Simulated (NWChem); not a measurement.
All runs are NWChem calculations. System: C₂HCl₃, charge 0, spin multiplicity 1, displaced from the optimised geometry.

Job file:

```
start mol
memory heap 200 mb stack 900 mb global 1100 mb
geometry units angstroms nocenter noautoz
  Cl    -2.235570    -0.629183     0.000000
  C     -0.979646     0.579627     0.000000
  C      0.354609     0.284426     0.000000
  Cl     0.985084    -1.343303     0.000000
  Cl     1.548895     1.571165     0.000000
  H     -1.322717     1.638130     0.000000
  symmetry group Cs
end
basis spherical
  * library def2-svp
end
dft
  xc slater vwn_5
  semidirect memsize 60000000 filesize 0
  iterations 100
  convergence nodiis damp 40
end
task dft gradient
```

The output up to the point where the run's verdict is printed (cleaned and shortened):

```
             Northwest Computational Chemistry Package (NWChem) 7.3.0
             --------------------------------------------------------

                                NWChem Input Module
                                -------------------

 Scaling coordinates for geometry "geometry" by  1.889725989
 (inverse scale =  0.529177249)

 Turning off AUTOSYM since
 SYMMETRY directive was detected!

                             Geometry "geometry" -> ""
                             -------------------------

 Output coordinates in angstroms (scale by  1.889725989 to convert to a.u.)

  No.       Tag          Charge          X              Y              Z
 ---- ---------------- ---------- -------------- -------------- --------------
    1 Cl                  17.0000    -2.23557000    -0.62918300     0.00000000
    2 C                    6.0000    -0.97964600     0.57962700     0.00000000
    3 C                    6.0000     0.35460900     0.28442600     0.00000000
    4 Cl                  17.0000     0.98508400    -1.34330300     0.00000000
    5 Cl                  17.0000     1.54889500     1.57116500     0.00000000
    6 H                    1.0000    -1.32271700     1.63813000     0.00000000

 Effective nuclear repulsion energy (a.u.)     312.0692640486

            Nuclear Dipole moment (a.u.)
            ----------------------------
        X                 Y               Z
 ---------------- ---------------- ----------------
     0.0000264562    -0.0000170075     0.0000000000

      Symmetry information
      --------------------

 Group name             Cs
 Group number              2
 Group order               2
 No. of unique centers     6

      Symmetry unique atoms

     1    2    3    4    5    6


 Summary of "ao basis" -> "" (spherical)
 ------------------------------------------------------------------------------
       Tag                 Description            Shells   Functions and Types
 ---------------- ------------------------------  ------  ---------------------
 *                          def2-svp                  on all atoms

                                 NWChem DFT Module
[...]
 d= 0,ls=0.0         52  -1168.9546175270 -2.63D+01  1.30D+00               8.0
 d= 0,ls=0.0         53  -1142.6706688045  2.63D+01  1.30D+00               8.2
 d= 0,ls=0.0         54  -1168.9546175270 -2.63D+01  1.30D+00               8.3
 d= 0,ls=0.0         55  -1142.6706688045  2.63D+01  1.30D+00               8.4
 d= 0,ls=0.0         56  -1168.9546175270 -2.63D+01  1.30D+00               8.6
 d= 0,ls=0.0         57  -1142.6706688045  2.63D+01  1.30D+00               8.7
 d= 0,ls=0.0         58  -1168.9546175270 -2.63D+01  1.30D+00               8.8
 d= 0,ls=0.0         59  -1142.6706688044  2.63D+01  1.30D+00               9.0
 d= 0,ls=0.0         60  -1168.9546175270 -2.63D+01  1.30D+00               9.1
 d= 0,ls=0.0         61  -1142.6706688044  2.63D+01  1.30D+00               9.2
 d= 0,ls=0.0         62  -1168.9546175270 -2.63D+01  1.30D+00               9.3
 d= 0,ls=0.0         63  -1142.6706688044  2.63D+01  1.30D+00               9.5
 d= 0,ls=0.0         64  -1168.9546175270 -2.63D+01  1.30D+00               9.6
 d= 0,ls=0.0         65  -1142.6706688044  2.63D+01  1.30D+00               9.7
 d= 0,ls=0.0         66  -1168.9546175270 -2.63D+01  1.30D+00               9.9
 d= 0,ls=0.0         67  -1142.6706688044  2.63D+01  1.30D+00              10.0
 d= 0,ls=0.0         68  -1168.9546175270 -2.63D+01  1.30D+00              10.1
 d= 0,ls=0.0         69  -1142.6706688045  2.63D+01  1.30D+00              10.2
 d= 0,ls=0.0         70  -1168.9546175270 -2.63D+01  1.30D+00              10.4
 d= 0,ls=0.0         71  -1142.6706688044  2.63D+01  1.30D+00              10.5
 d= 0,ls=0.0         72  -1168.9546175270 -2.63D+01  1.30D+00              10.6
 d= 0,ls=0.0         73  -1142.6706688044  2.63D+01  1.30D+00              10.7
 d= 0,ls=0.0         74  -1168.9546175270 -2.63D+01  1.30D+00              10.9
 d= 0,ls=0.0         75  -1142.6706688044  2.63D+01  1.30D+00              11.0
 d= 0,ls=0.0         76  -1168.9546175270 -2.63D+01  1.30D+00              11.1
 d= 0,ls=0.0         77  -1142.6706688044  2.63D+01  1.30D+00              11.3
 d= 0,ls=0.0         78  -1168.9546175270 -2.63D+01  1.30D+00              11.4
 d= 0,ls=0.0         79  -1142.6706688044  2.63D+01  1.30D+00              11.5
 d= 0,ls=0.0         80  -1168.9546175270 -2.63D+01  1.30D+00              11.7
 d= 0,ls=0.0         81  -1142.6706688044  2.63D+01  1.30D+00              11.8
 d= 0,ls=0.0         82  -1168.9546175270 -2.63D+01  1.30D+00              11.9
 d= 0,ls=0.0         83  -1142.6706688044  2.63D+01  1.30D+00              12.0
 d= 0,ls=0.0         84  -1168.9546175270 -2.63D+01  1.30D+00              12.2
 d= 0,ls=0.0         85  -1142.6706688044  2.63D+01  1.30D+00              12.3
 d= 0,ls=0.0         86  -1168.9546175270 -2.63D+01  1.30D+00              12.4
 d= 0,ls=0.0         87  -1142.6706688044  2.63D+01  1.30D+00              12.5
 d= 0,ls=0.0         88  -1168.9546175270 -2.63D+01  1.30D+00              12.7
 d= 0,ls=0.0         89  -1142.6706688044  2.63D+01  1.30D+00              12.8
 d= 0,ls=0.0         90  -1168.9546175270 -2.63D+01  1.30D+00              12.9
 d= 0,ls=0.0         91  -1142.6706688044  2.63D+01  1.30D+00              13.0
 d= 0,ls=0.0         92  -1168.9546175270 -2.63D+01  1.30D+00              13.2
 d= 0,ls=0.0         93  -1142.6706688045  2.63D+01  1.30D+00              13.3
 d= 0,ls=0.0         94  -1168.9546175270 -2.63D+01  1.30D+00              13.4
 d= 0,ls=0.0         95  -1142.6706688044  2.63D+01  1.30D+00              13.6
 d= 0,ls=0.0         96  -1168.9546175270 -2.63D+01  1.30D+00              13.7
 d= 0,ls=0.0         97  -1142.6706688044  2.63D+01  1.30D+00              13.8
 d= 0,ls=0.0         98  -1168.9546175270 -2.63D+01  1.30D+00              13.9
 d= 0,ls=0.0         99  -1142.6706688044  2.63D+01  1.30D+00              14.1
 d= 0,ls=0.0        100  -1168.9546175270 -2.63D+01  1.30D+00              14.2
```

The run did not converge; its last values are not results. The next line reads: Calculation failed to converge. NWChem stopped with the message: dft gradient failed.
